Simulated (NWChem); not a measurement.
System: Si2NH7; SMILES N[SiH2][SiH3]

The following NWChem deck was run.

```
start job
memory heap 200 mb stack 900 mb global 1100 mb
geometry units angstroms noautosym nocenter noautoz
  Si     0.175593    -1.558946     0.000866
  Si    -0.561689     0.684380     0.002998
  N      0.698230     1.884062    -0.004257
  H     -0.969451    -2.525698     0.011329
  H      1.008670    -1.837589    -1.213810
  H      1.027161    -1.833361     1.203634
  H     -1.394979     0.899129     1.227479
  H     -1.407353     0.897710    -1.213210
  H      1.267998     1.980033    -0.838443
  H      1.277375     1.980277     0.823414
end
basis spherical
  Si library def2-svp
  N library def2-svp
  H library def2-svp
end
dft
  xc m06-2x
  iterations 150
end
cosmo
  do_cosmo_smd true
  solvent water
end
task dft energy
```

Output (shortened):

```
             Northwest Computational Chemistry Package (NWChem) 7.3.0
             --------------------------------------------------------

                             Geometry "geometry" -> ""
                             -------------------------

 Output coordinates in angstroms (scale by  1.889725989 to convert to a.u.)

  No.       Tag          Charge          X              Y              Z
 ---- ---------------- ---------- -------------- -------------- --------------
    1 Si                  14.0000     0.17559300    -1.55894600     0.00086600
    2 Si                  14.0000    -0.56168900     0.68438000     0.00299800
    3 N                    7.0000     0.69823000     1.88406200    -0.00425700
    4 H                    1.0000    -0.96945100    -2.52569800     0.01132900
    5 H                    1.0000     1.00867000    -1.83758900    -1.21381000
    6 H                    1.0000     1.02716100    -1.83336100     1.20363400
    7 H                    1.0000    -1.39497900     0.89912900     1.22747900
    8 H                    1.0000    -1.40735300     0.89771000    -1.21321000
    9 H                    1.0000     1.26799800     1.98003300    -0.83844300
   10 H                    1.0000     1.27737500     1.98027700     0.82341400

 Effective nuclear repulsion energy (a.u.)     151.2299468349

                                 NWChem DFT Module
                                 -----------------

 Summary of "ao basis" -> "ao basis" (spherical)
 ------------------------------------------------------------------------------
       Tag                 Description            Shells   Functions and Types
 ---------------- ------------------------------  ------  ---------------------
 Si                         def2-svp                 8       18   4s3p1d
 N                          def2-svp                 6       14   3s2p1d
 H                          def2-svp                 3        5   2s1p

 in cosmo_initialize ...
 calling solv_data for solv:h2o

 solvent parameters
 solvname_short: h2o
 solvname_long:  water
 dielec:       78.4000
 dielecinf:     1.7769
 aqueous SMD model solvent descriptors
 dielec:       78.4000
 sola:          0.8200

          ---------------
          -cosmo- solvent
          ---------------
 Cosmo: York-Karplus, doi: 10.1021/jp992097l
 dielectric constant -eps-     =  78.40
 screen = (eps-1)/(eps    )    =   0.98724
 surface charge correction     = lagrangian

   van der Waals surface
 --------------------------

 ---------- ATOMIC COORDINATES (A.U.) ------------ VDWR(ANG.) --
     1    0.33182266   -2.94598077    0.00163650     2.470
     2   -1.06143830    1.29329067    0.00566540     2.470
     3    1.31946338    3.56036093   -0.00804456     1.890
     4   -1.83199675   -4.77287715    0.02140871     1.200
     5    1.90610991   -3.47253969   -2.29376830     1.200
     6    1.94105284   -3.46454993    2.27453845     1.200
     7   -2.63612807    1.69910744    2.31959897     1.200
     8   -2.65951154    1.69642592   -2.29263447     1.200
     9    2.39616877    3.74171982   -1.58442753     1.200
    10    2.41388873    3.74218091    1.55602684     1.200
 number of segments per atom =        128
 number of   points per atom =        128
 atom (   nspa,  nppa )
 ----------------------
    1 (     93,     0 )       0
    2 (     74,     0 )       0
    3 (     54,     0 )       0
    4 (     34,     0 )       0
    5 (     35,     0 )       0
    6 (     36,     0 )       0
    7 (     34,     0 )       0
    8 (     34,     0 )       0
    9 (     45,     0 )       0
   10 (     45,     0 )       0
 number of -cosmo- surface points =      484
 molecular surface =    130.072 angstrom**2
 molecular volume  =    115.784 angstrom**3
 -lineq- algorithm             =   0
 -bem- low  level              =   3
 -bem- from -octahedral-
 gaussian surface charge width =   4.50000
 degree of switching           =   1.00000
 switching function tolerance  =   0.00010
 atomic radii =
 --------------
    1 14.000  2.470
    2 14.000  2.470
    3  7.000  1.890
    4  1.000  1.200
    5  1.000  1.200
    6  1.000  1.200
    7  1.000  1.200
    8  1.000  1.200
    9  1.000  1.200
   10  1.000  1.200
 ...... end of -cosmo- initialization ......

 nat:                    10
 ixmem:                  5529
 calling mnsol_interface()
 G(SMD-CDS) energy (kcal/mol)  =     4.075
 SMD-CDS SASA (angstrom**2)    =   150.973

            General Information
            -------------------
          SCF calculation type: DFT
          Wavefunction type:  closed shell.
          No. of atoms     :    10
          No. of electrons :    42
           Alpha electrons :    21
            Beta electrons :    21
          Charge           :     0
          Spin multiplicity:     1
          Use of symmetry is: off; symmetry adaption is: off
          Maximum number of iterations: 150
          AO basis - number of functions:    85
                     number of shells:    43
          Convergence on energy requested:  1.00D-06
          Convergence on density requested:  1.00D-05
          Convergence on gradient requested:  5.00D-04

              XC Information
              --------------
                       M06-2X Method XC Functional
                     Hartree-Fock (Exact) Exchange  0.540
                        M06-2X Exchange Functional  1.000
                      M06-2X Correlation Potential  1.000

             Grid Information
             ----------------
          Grid used for XC integration:  medium
          Radial quadrature: Mura-Knowles
          Angular quadrature: Lebedev.
          Tag              B.-S. Rad. Rad. Pts. Rad. Cut. Ang. Pts.
          ---              ---------- --------- --------- ---------
          Si                  1.10       88          10.0       590
          N                   0.65       49          12.0       434
          H                   0.35       45          12.0       434
          Grid pruning is: on
          Number of quadrature shells:   540
          Spatial weights used:  Erf1

      Superposition of Atomic Density Guess
      -------------------------------------

 Sum of atomic energies:        -635.21622332

      Non-variational initial energy
      ------------------------------

 Total energy =    -636.361522
 1-e energy   =   -1178.725335
 2-e energy   =     391.133866
 HOMO         =      -0.281393
 LUMO         =       0.035808

   convergence    iter        energy       DeltaE   RMS-Dens  Diis-err
 ---------------- ----- ----------------- --------- --------- ---------
     COSMO gas phase
 d= 0,ls=0.0,diis     1   -637.6132155411 -7.89D+02  7.08D-03  2.79D-01
 d= 0,ls=0.0,diis     2   -637.6303948300 -1.72D-02  3.57D-03  1.91D-01
 d= 0,ls=0.0,diis     3   -637.6508413680 -2.04D-02  7.51D-04  9.87D-03
 d= 0,ls=0.0,diis     4   -637.6519363546 -1.09D-03  1.83D-04  1.74D-04
 d= 0,ls=0.0,diis     5   -637.6519669154 -3.06D-05  5.27D-05  1.02D-05
  Resetting Diis
 d= 0,ls=0.0,diis     6   -637.6519690471 -2.13D-06  8.69D-06  3.52D-07
 d= 0,ls=0.0,diis     7   -637.6519691107 -6.36D-08  2.46D-06  9.63D-09

   convergence    iter        energy       DeltaE   RMS-Dens  Diis-err
 ---------------- ----- ----------------- --------- --------- ---------
     COSMO solvation phase
 d= 0,ls=0.0,diis     1   -637.6508437326  1.13D-03  9.65D-04  2.02D-03
 d= 0,ls=0.0,diis     2   -637.6514045745 -5.61D-04  2.57D-04  2.01D-04
 d= 0,ls=0.0,diis     3   -637.6514389949 -3.44D-05  9.02D-05  8.30D-05
 d= 0,ls=0.0,diis     4   -637.6514494164 -1.04D-05  3.91D-05  8.94D-06
 d= 0,ls=0.0,diis     5   -637.6514507166 -1.30D-06  1.01D-05  1.11D-07
 d= 0,ls=0.0,diis     6   -637.6514507424 -2.58D-08  1.72D-06  6.35D-09

         Total DFT energy =     -637.651450742411
      One electron energy =    -1181.773072936729
           Coulomb energy =      444.238387199541
    Exchange-Corr. energy =      -51.283069275489
 Nuclear repulsion energy =      151.229946834906

             COSMO energy =       -0.063642564639

 Numeric. integr. density =       41.999975964349

                                COSMO-SMD solvation results
                                ---------------------------

             internal energy in gas <Psi(g)|H|Psi(g)> =      -637.651969110687
         internal energy in solvent <Psi(s)|H|Psi(s)> =      -637.651252958063
                               delta internal energy  =         0.000716152624 (    0.45 kcal/mol)
   total free energy in solvent <Psi(s)|H+V/2|Psi(s)> =      -637.657945241866
 polarization energy contribution <Psi(s)|V/2|Psi(s)> =        -0.006692283803 (   -4.20 kcal/mol)
    total free energy in solvent including G(SMD-CDS) =      -637.651450742411
                       G(SMD-CDS) energy contribution =         0.006494499455 (    4.08 kcal/mol)
     1 M fixed-concentration free energy of solvation =         0.000518368276 (    0.33 kcal/mol)

                       DFT Final Molecular Orbital Analysis
                       ------------------------------------

 Vector   19  Occ=2.000000D+00  E=-3.876182D-01
              MO Center= -2.7D-01, -3.0D-01,  1.1D-04, r^2= 4.9D+00
   Bfn.  Coefficient  Atom+Function         Bfn.  Coefficient  Atom+Function
  ----- ------------  ---------------      ----- ------------  ---------------
    66      0.245743   7 H  s                71     -0.245448   8 H  s
    56      0.222305   5 H  s                61     -0.221081   6 H  s
    28      0.213808   2 Si pz               10     -0.193132   1 Si pz
    31      0.154994   2 Si pz               67      0.153793   7 H  s
    72     -0.153562   8 H  s                13     -0.143637   1 Si pz

 Vector   20  Occ=2.000000D+00  E=-3.766409D-01
              MO Center=  2.0D-01,  5.1D-01, -3.2D-04, r^2= 4.0D+00
   Bfn.  Coefficient  Atom+Function         Bfn.  Coefficient  Atom+Function
  ----- ------------  ---------------      ----- ------------  ---------------
    41      0.302892   3 N  py               44     -0.246812   3 N  py
    30     -0.176220   2 Si py               27     -0.168035   2 Si py
    26      0.162921   2 Si px               40     -0.162610   3 N  px
    29      0.147390   2 Si px                8     -0.143352   1 Si px
     9      0.141518   1 Si py               61     -0.135371   6 H  s

 Vector   21  Occ=2.000000D+00  E=-2.951019D-01
              MO Center=  1.6D-01,  6.2D-01, -4.3D-04, r^2= 4.0D+00
   Bfn.  Coefficient  Atom+Function         Bfn.  Coefficient  Atom+Function
  ----- ------------  ---------------      ----- ------------  ---------------
    41      0.370618   3 N  py               44     -0.350943   3 N  py
     9     -0.238145   1 Si py               12     -0.215236   1 Si py
    40     -0.190966   3 N  px               27      0.171176   2 Si py
     3     -0.163720   1 Si s                43      0.163189   3 N  px
    11      0.123893   1 Si px                6      0.123016   1 Si py

 Vector   22  Occ=0.000000D+00  E= 4.067841D-02
              MO Center= -3.8D-02, -4.2D-02,  3.1D-04, r^2= 5.0D+00
   Bfn.  Coefficient  Atom+Function         Bfn.  Coefficient  Atom+Function
  ----- ------------  ---------------      ----- ------------  ---------------
    39      0.840480   3 N  s                29     -0.619117   2 Si px
    52     -0.618549   4 H  s                11     -0.565894   1 Si px
    30     -0.539384   2 Si py               12     -0.392373   1 Si py
    62      0.278224   6 H  s                57      0.273978   5 H  s
    77     -0.250675   9 H  s                82     -0.250357  10 H  s

 Vector   23  Occ=0.000000D+00  E= 6.052276D-02
              MO Center= -1.3D-01, -7.6D-01,  2.3D-03, r^2= 4.4D+00
   Bfn.  Coefficient  Atom+Function         Bfn.  Coefficient  Atom+Function
  ----- ------------  ---------------      ----- ------------  ---------------
    13      1.025071   1 Si pz               57      0.771598   5 H  s
    62     -0.767284   6 H  s                31      0.691401   2 Si pz
    67     -0.554254   7 H  s                72      0.556345   8 H  s
    56      0.157248   5 H  s                61     -0.156657   6 H  s
    10      0.130074   1 Si pz               66     -0.130103   7 H  s

 Vector   24  Occ=0.000000D+00  E= 9.018951D-02
              MO Center= -1.0D-01, -9.6D-01,  1.6D-03, r^2= 5.2D+00
   Bfn.  Coefficient  Atom+Function         Bfn.  Coefficient  Atom+Function
  ----- ------------  ---------------      ----- ------------  ---------------
    12      1.299989   1 Si py               22     -1.233702   2 Si s
    30      0.944547   2 Si py                4      0.654965   1 Si s
    11     -0.645484   1 Si px               21     -0.554966   2 Si s
    67      0.321146   7 H  s                72      0.322032   8 H  s
    29     -0.294893   2 Si px               20     -0.249062   2 Si s

     Multipole analysis of the density
     ---------------------------------

     L   x y z        total         alpha         beta         nuclear
     -   - - -        -----         -----         ----         -------
     0   0 0 0     -0.000000    -21.000000    -21.000000     42.000000

     1   1 0 0      0.611400      0.030096      0.030096      0.551209
     1   0 1 0      0.256944     -0.348694     -0.348694      0.954332
     1   0 0 1     -0.003774     -0.025216     -0.025216      0.046657

     2   2 0 0    -26.107635    -45.978468    -45.978468     65.849300
     2   1 1 0      2.984975     -0.701778     -0.701778      4.388531
     2   1 0 1     -0.002220      0.101508      0.101508     -0.205236
     2   0 2 0    -30.577869   -172.420957   -172.420957    314.264044
     2   0 1 1     -0.014809      0.110709      0.110709     -0.236227
     2   0 0 2    -26.495927    -26.250283    -26.250283     26.004639
```

Level: M06-2X/def2-SVP, SMD on the gas-phase geometry. All runs use the structure optimised with PBE0/def2-SVP. Solvent: water.
